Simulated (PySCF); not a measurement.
**Working out the ionisation energy of P²⁺**

P²⁺ [Ne] 3s2 3p1 (2P) → P³⁺ [Ne] 3s2 (1S). Computed with PySCF 2.14 in x2c-QZVPPall, with scalar relativity by spin-free X2C-1e. Frozen: [Ne]. Energies in hartree (1 hartree = 27.21139 eV):

| part | P²⁺ (lower) | P³⁺ (upper) |
| --- | --- | --- |
| UHF | -340.469438 | -339.382384 |
| CCSD correlation | -0.066631 | -0.050233 |
| (T) | -0.001149 | 0.000000 |

Q: What does Hartree-Fock give?

A: (-339.382384) − (-340.469438) = 1.087054 hartree = 29.580 eV.

Q: What do CCSD and CCSD(T) give?

A: The CCSD correlation energies differ by 0.016398 hartree = 0.446 eV and the triples by 0.001149 hartree = 0.031 eV, so CCSD gives 30.026 eV and CCSD(T) 30.057 eV.

A first-order spin-orbit estimate adds 0.041 eV to CCSD(T) (valence), giving 30.098 eV against 30.203 eV (measured; NIST Atomic Spectra Database, ionization energies).

What remains against the reference includes basis incompleteness, the frozen core and higher excitations.
